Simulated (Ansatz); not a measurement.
Species: Si$_{2}$Cl$_{6}$ (charge 0, singlet). 
Structure (B3LYP-D3(BJ)/def2-TZVP (Ansatz, a quantum-chemistry and plane-wave program) minimum search):
```xyz
8

Cl    -1.4391    -1.5131     1.6558
Si    -1.1371    -0.2313     0.0933
Cl    -2.1547     1.5094     0.4255
Cl    -1.7949    -1.0922    -1.6393
Si     1.1371     0.2313    -0.0933
Cl     1.7949     1.0922     1.6393
Cl     2.1547    -1.5094    -0.4255
Cl     1.4391     1.5131    -1.6558
```
Charge 0, spin multiplicity 1.

Quantity: atomisation energy (electronic, to ground-state atoms); the coupled-cluster value holds the core correlation from cc-pwCVTZ, in eV. Correlated levels leave the core frozen unless marked. Open shells are spin-unrestricted. Spin-orbit coupling is left out. Non-relativistic. CBS marks a two-point X^-3 extrapolation of the correlation energy; Hartree-Fock from the larger set.

Level to compare with: CCSD(T)/CBS(cc-pV(T+d)Z,cc-pV(Q+d)Z) plus the core term (Ansatz), 27.57 eV. It is a level with limits of its own, and the differences hold the functionals' basis error too.

Q: Rank these functionals by how close they come to CCSD(T)/CBS(cc-pV(T+d)Z,cc-pV(Q+d)Z), closest first: B97M-V/def2-TZVPD (Ansatz); wB97X/def2-TZVPD (Ansatz); HSE06/def2-TZVPD (Ansatz); r2SCAN/def2-TZVPD (Ansatz).

A: r2SCAN/def2-TZVPD (meta-GGA, 27.61 eV, difference 0.04), wB97X/def2-TZVPD (range-separated hybrid, 27.25 eV, difference -0.32), B97M-V/def2-TZVPD (meta-GGA with VV10, 27.99 eV, difference 0.42), HSE06/def2-TZVPD (screened hybrid, 27.09 eV, difference -0.48)…
